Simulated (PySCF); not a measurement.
Frontier orbitals and the lowest excitations

Species: C6H14Se.
Atom-mapped SMILES: `[CH3:1][Se:2][CH2:3][C:4]([CH3:5])([CH3:6])[CH3:7]` (hydrogens: H8, H9, H10 on C1; H11, H12 on C3; H13, H14, H15 on C5; H16, H17, H18 on C6; H19, H20, H21 on C7)

Cartesian coordinates in Å at the PBE0-D3(BJ)/def2-SVP level; atoms count from 1:
```
atom  x, y, z in Å
C1     3.015   -0.810    0.124
Se2    1.219   -1.534    0.006
C3     0.301    0.165    0.340
C4    -1.219    0.111    0.139
C5    -1.844   -0.948    1.051
C6    -1.778    1.488    0.510
C7    -1.558   -0.191   -1.323
H8     3.181   -0.344    1.106
H9     3.713   -1.650    0.007
H10    3.196   -0.078   -0.675
H11    0.743    0.911   -0.340
H12    0.533    0.469    1.374
H13   -1.599   -0.756    2.108
H14   -2.941   -0.947    0.951
H15   -1.486   -1.960    0.806
H16   -1.567    1.736    1.563
H17   -2.870    1.514    0.371
H18   -1.340    2.280   -0.118
H19   -2.649   -0.204   -1.473
H20   -1.134    0.574   -1.992
H21   -1.157   -1.166   -1.638
```

Method used: PySCF, TDDFT B3LYP/def2-SVPD, vertical, gas phase, core orbitals frozen in the response. Relativistic effects, spin–orbit coupling among them, are left out although an element past zinc is present.

Kohn–Sham orbitals with the atoms that hold most of them (Löwdin shares over 4%, at most four atoms; ? is withheld):

| orbital | ε (eV) | atoms |
| --- | --- | --- |
| LUMO+2 | 0.51 | Se2 62%, H15 5%, C1 5%, C3 5% |
| LUMO+1 | 0.23 | Se2 28%, C6 7%, C1 7%, H12 6% |
| LUMO | -0.05 | Se2 50%, C1 11%, C3 8%, H9 4% |
| HOMO | ? | ? |
| HOMO-1 | -8.08 | ? |
| HOMO-2 | -8.88 | C3 20%, C4 19%, C1 13%, Se2 12% |
| HOMO-3 | -9.05 | C4 24%, C7 22%, C5 18%, H13 6% |

**Question.** Which atoms hold the HOMO, and with what shares?

**Answer.** Se2 (bonded to 2 C) 72%; C1 (bonded to Se and 3 H) 10%; C3 (bonded to C, Se and 2 H) 9%. By element: selenium 72%, carbon 19% or more.

**Question.** Which atoms hold the HOMO-1, and with what shares?

**Answer.** Se2 (bonded to 2 C) 46%; C3 (bonded to C, Se and 2 H) 16%; C1 (bonded to Se and 3 H) 8%; C6 (bonded to C and 3 H) 6%. By element: selenium 46%, carbon 31% or more.

**Question.** What is the HOMO energy, and the HOMO–LUMO gap?

**Answer.** ε(HOMO) = -5.70 eV; the gap is 5.65 eV (0.2075 hartree).

**Question.** The HOMO–LUMO gap is 5.65 eV. Where does the response calculation put the lowest singlet, and from which orbitals?

**Answer.** S1 is at 4.54 eV (f = 0.0009), 1.11 eV below the gap, made of HOMO→LUMO (96%). Without the coupling terms of the response equations the lowest excitation would equal the gap.

**Question.** Give energy, strength and leading configuration of S1 and S2, and follow the Löwdin shares of the leading atoms from the occupied to the empty orbital.

**Answer.** 
- S1 (4.54 eV, f 0.0009), HOMO→LUMO (96%): Se2 72% → 50%, C1 10% → 11%
- S2 (5.11 eV, f 0.010), HOMO→LUMO+1 (96%): Se2 72% → 28%, C1 10% → 7%, C6 at most 4% → 7%

One conformer stands for the species.
